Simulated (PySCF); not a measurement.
Molfile (atoms numbered from 1):
```
C8H12
     RDKit          3D

 20 20  0  0  0  0  0  0  0  0999 V2000
    2.8832    1.8826   -0.8201 C   0  0  0  0  0  0  0  0  0  0  0  0
    1.8740    1.3535   -0.4083 C   0  0  0  0  0  0  0  0  0  0  0  0
    0.6572    0.6958    0.0581 C   0  0  0  0  0  0  0  0  0  0  0  0
   -0.5331    0.9824   -0.8714 C   0  0  0  0  0  0  0  0  0  0  0  0
   -1.8000    0.2892   -0.3844 C   0  0  0  0  0  0  0  0  0  0  0  0
   -1.5898   -1.2113   -0.2133 C   0  0  0  0  0  0  0  0  0  0  0  0
   -0.4116   -1.5020    0.7101 C   0  0  0  0  0  0  0  0  0  0  0  0
    0.8625   -0.8179    0.2290 C   0  0  0  0  0  0  0  0  0  0  0  0
    3.7782    2.3572   -1.1761 H   0  0  0  0  0  0  0  0  0  0  0  0
    0.4135    1.1152    1.0533 H   0  0  0  0  0  0  0  0  0  0  0  0
   -0.6858    2.0698   -0.9511 H   0  0  0  0  0  0  0  0  0  0  0  0
   -0.2759    0.6270   -1.8845 H   0  0  0  0  0  0  0  0  0  0  0  0
   -2.6277    0.4865   -1.0843 H   0  0  0  0  0  0  0  0  0  0  0  0
   -2.1040    0.7262    0.5841 H   0  0  0  0  0  0  0  0  0  0  0  0
   -1.3957   -1.6650   -1.2020 H   0  0  0  0  0  0  0  0  0  0  0  0
   -2.5064   -1.6866    0.1715 H   0  0  0  0  0  0  0  0  0  0  0  0
   -0.6521   -1.1466    1.7285 H   0  0  0  0  0  0  0  0  0  0  0  0
   -0.2451   -2.5878    0.7943 H   0  0  0  0  0  0  0  0  0  0  0  0
    1.6944   -1.0012    0.9266 H   0  0  0  0  0  0  0  0  0  0  0  0
    1.1712   -1.2386   -0.7439 H   0  0  0  0  0  0  0  0  0  0  0  0
  1  2  3  0
  2  3  1  0
  3  4  1  0
  4  5  1  0
  5  6  1  0
  6  7  1  0
  7  8  1  0
  8  3  1  0
  1  9  1  0
  3 10  1  0
  4 11  1  0
  4 12  1  0
  5 13  1  0
  5 14  1  0
  6 15  1  0
  6 16  1  0
  7 17  1  0
  7 18  1  0
  8 19  1  0
  8 20  1  0
M  END
```

[PySCF: structure optimised with PBE0-D3(BJ)/def2-SVP; σ from GIAO-PBE0/pcSseg-1; no relativistic terms; no solvent model; one averaged value for each set of equivalent atoms; single conformer]

References, each an isolated molecule treated in the same way: TMS for ¹³C (σref 184.41).

Q: Do the ¹³C shifts follow the atomic charges (in e)? Tabulate both.

A: 
```tsv
atoms	hybridisation	δ (ppm)	σ para (ppm)	Hirshfeld	IAO	Mulliken	ESP-fitted
C2	sp	92.0	-163	-0.04	-0.03	+0.36	-0.32
C1	sp	74.0	-149	-0.13	-0.26	-0.46	-0.33
C4/C8	sp3	35.3	-96	-0.06	-0.25	-0.16	-0.25
C3	sp3	30.5	-92	-0.01	-0.12	-0.33	+0.56
C5/C7	sp3	28.1	-89	-0.07	-0.25	-0.22	-0.04
C6	sp3	27.7	-89	-0.07	-0.25	-0.23	-0.05
```

Correlation coefficients of δ with charge over these carbons: Hirshfeld -0.24, IAO +0.53, Mulliken +0.53, ESP-fitted -0.59; with the paramagnetic shielding -1.00. Among the 4 sp3 carbons alone: Hirshfeld +0.08, IAO +0.07, Mulliken +0.39, ESP-fitted -0.24. With so few points, grouped by hybridisation, these coefficients are fragile. Charge is one influence among several: hybridisation and low-lying excitations act through the paramagnetic term.

Shifts are as computed. Against solution values, carbons near 30 ppm lie about +2 ppm off and those near 130 ppm about +5 ppm. Of 1211 compounds with measured shifts, 218 miss one by over three times the rms of a fit or turn the order of signals round; such compounds aren't used in these exercises.
